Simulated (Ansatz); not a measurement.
`C=C1N[SiH]1N` and `C=C1N[SiH]1I` differ in one atom or group.

Ansatz, PBE0-D4/def2-TZVP geometries, multiplicity 1. Each molecule was computed in one conformer, which needn't be the lowest.

Elements past krypton have def2 core potentials.  Spin–orbit coupling is left out; it splits and shifts lone-pair levels of the heavy atoms by tenths of an eV.

```tsv
property	`C=C1N[SiH]1N`
HOMO energy (B3LYP/def2-TZVPP) / eV	-5.55
HOMO energy (ωB97M-V/def2-TZVPP) / eV	-7.95
HOMO energy (PBE/def2-TZVPP) / eV	-4.68
size of the dipole moment (B3LYP/def2-TZVPP) / D	2.63
LUMO energy (ωB97M-V/def2-TZVPP) / eV	2.11
LUMO energy (PBE/def2-TZVPP) / eV	-0.40
```

(1) Give the same properties after the change, and the shifts. (Estimate.)

Answers

(1) Ansatz gave: 
| property | `C=C1N[SiH]1I` | shift |
| --- | --- | --- |
| HOMO energy (B3LYP/def2-TZVPP) / eV | -6.08 | -0.53 |
| HOMO energy (ωB97M-V/def2-TZVPP) / eV | -8.48 | -0.53 |
| HOMO energy (PBE/def2-TZVPP) / eV | -5.22 | -0.54 |
| size of the dipole moment (B3LYP/def2-TZVPP) / D | 1.14 | -1.49 |
| LUMO energy (ωB97M-V/def2-TZVPP) / eV | 1.04 | -1.07 |
| LUMO energy (PBE/def2-TZVPP) / eV | -1.61 | -1.21 |

With PBE0 the HOMO falls by 0.54 eV and the LUMO falls by 1.25 eV, so the gap narrows by about 0.71 eV. PBE moves the HOMO by -0.54 eV and ωB97M-V by -0.53 eV. Dipoles are sizes alone; their direction can turn.

Positive LUMOs are unbound, so they and the gaps depend on the basis.

B3LYP here is the variant with VWN-RPA as its local correlation; programs differ in this.
